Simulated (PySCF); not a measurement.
Simulation results for B2ClGeH4, CH6B2Ge, B3GeH7

All values are calculated (PySCF 2.14.0). Calculation on a computer-drawn molecule: the log of a Hartree-Fock and frozen-core CCSD(T) single point meant for a local Hartree-Fock minimum, with one planted fault or none, to be diagnosed. Offsets are logged minus clean, where the clean run is the same molecule without the fault. The reference is restricted for singlets and unrestricted otherwise, and also for a bond in bohr or an excited solution. Adding or removing an electron swaps singlet and doublet. The excited solution moves the top pair (singlet) or top alpha electron (doublet) to the lowest empty orbital. Highest occupied and lowest empty are orbital energies over both spins, largest force is the largest gradient component, triples share is (T) over the correlation energy, the T1 limit is 0.02 restricted and 0.045 unrestricted, electrons count all cores, a negative frequency is imaginary (commonest isotopes), and the dipole is about the centre of nuclear charge; on germanium a core potential holds 10 electrons, which the energies leave out, and 3d is frozen in MP2 and coupled-cluster steps.

Common to all runs: meant charge 0; meant basis and core potential on germanium cc-pVDZ-PP ECP10MDF; logged SCF converged yes; logged CC converged yes; logged SCF stable within its kind yes; possible faults no fault, one electron removed, one electron added, multiplicity raised by two, geometry at a saddle point, SCF held on an excited solution, minimal basis STO-3G, one bond length entered in bohr, all coordinates scaled.

(1) 
```xyz
8
formula=B2ClGeH4 meant_multiplicity=2 meant_basis=cc-pV(D+d)Z logged_electrons=63 logged_basis_functions=94 logged_spin_squared=0.7705 logged_highest_occupied=-8.5341 logged_lowest_empty=0.38413 logged_largest_force=0.084451 logged_T1_diagnostic=0.019088 logged_D1_diagnostic=0.08645 logged_triples_share=0.025883 logged_dipole_magnitude=1.6577 logged_energy_HF=-804.49295 logged_energy_CCSD(T)=-804.93156 planted_fault=all_coordinates_scaled,by_-8.9_% HF_energy_offset_from_clean_run=38.67 CCSD(T)_energy_offset_from_clean_run=40.03
B     -0.3289    -0.1257     0.0785
B      0.7329     0.1786     1.1343
Ge     0.4821     1.5369     2.3997
Cl    -1.4018     2.1962     2.4903
H     -1.0411    -0.9439     0.2230
H     -0.4076     0.4605    -0.8421
H      1.7145    -0.3000     1.1787
H      0.8680     1.3674     3.7281
```

Units: logged_highest_occupied, logged_lowest_empty in eV; logged_largest_force in hartree/bohr; logged_dipole_magnitude in debye; logged_energy_HF, logged_energy_CCSD(T) in hartree; HF_energy_offset_from_clean_run, CCSD(T)_energy_offset_from_clean_run in kcal/mol.

Drawn bonds:
```tsv
atom	other atom	order
1	2	1
2	3	1
3	4	1
1	5	1
1	6	1
2	7	1
3	8	1
```

(2) 
```xyz
10
formula=CH6B2Ge meant_multiplicity=1 meant_basis=cc-pVDZ logged_electrons=55 logged_basis_functions=95 logged_spin_squared=0.7667 logged_highest_occupied=-0.75745 logged_lowest_empty=6.3872 logged_largest_force=0.023259 logged_T1_diagnostic=0.029154 logged_D1_diagnostic=0.13098 logged_triples_share=0.033015 logged_dipole_magnitude=1.6885 logged_energy_HF=-384.0266 logged_energy_CCSD(T)=-384.50321 planted_fault=one_electron_added HF_energy_offset_from_clean_run=1.563 CCSD(T)_energy_offset_from_clean_run=-8.996
B     -3.3932    -0.1222     1.7614
B     -2.3504    -1.0798     0.8842
Ge    -0.8747    -2.3825     1.6239
C      0.6191    -1.0273     1.6563
H     -3.1115     1.0151     2.0402
H     -4.4432    -0.5416     2.1749
H     -2.4191    -1.1036    -0.3232
H      1.5878    -1.5224     1.7393
H      0.4736    -0.4126     2.5537
H      0.6296    -0.3542     0.7957
```

Units: logged_highest_occupied, logged_lowest_empty in eV; logged_largest_force in hartree/bohr; logged_dipole_magnitude in debye; logged_energy_HF, logged_energy_CCSD(T) in hartree; HF_energy_offset_from_clean_run, CCSD(T)_energy_offset_from_clean_run in kcal/mol.

Drawn bonds:
```tsv
atom	other atom	order
1	2	1
2	3	1
3	4	1
1	5	1
1	6	1
2	7	1
4	8	1
4	9	1
4	10	1
```

(3) 
```xyz
11
formula=B3GeH7 meant_multiplicity=1 meant_basis=cc-pVDZ logged_electrons=53 logged_basis_functions=100 logged_spin_squared=0.7741 logged_highest_occupied=-17.042 logged_lowest_empty=-7.9989 logged_largest_force=0.068329 logged_T1_diagnostic=0.018504 logged_D1_diagnostic=0.059277 logged_triples_share=0.027167 logged_dipole_magnitude=2.4516 logged_energy_HF=-371.09207 logged_energy_CCSD(T)=-371.48727 planted_fault=one_electron_removed HF_energy_offset_from_clean_run=212.1 CCSD(T)_energy_offset_from_clean_run=229.3
B     -0.5835     0.6341     0.4775
B      0.5819     1.6950    -0.0449
B      0.5571     3.3541    -0.1020
Ge     2.3772     0.7995    -0.7120
H     -1.4095     0.2028    -0.2832
H     -0.6125     0.2396     1.6132
H      0.1539     3.9311    -1.0774
H      0.9734     4.0218     0.8075
H      3.3063     0.6718     0.5036
H      3.0915     1.6419    -1.7769
H      2.1518    -0.6020    -1.2943
```

Units: logged_highest_occupied, logged_lowest_empty in eV; logged_largest_force in hartree/bohr; logged_dipole_magnitude in debye; logged_energy_HF, logged_energy_CCSD(T) in hartree; HF_energy_offset_from_clean_run, CCSD(T)_energy_offset_from_clean_run in kcal/mol.

Drawn bonds:
```tsv
atom	other atom	order
1	2	1
2	3	1
2	4	1
1	5	1
1	6	1
3	7	1
3	8	1
4	9	1
4	10	1
4	11	1
```
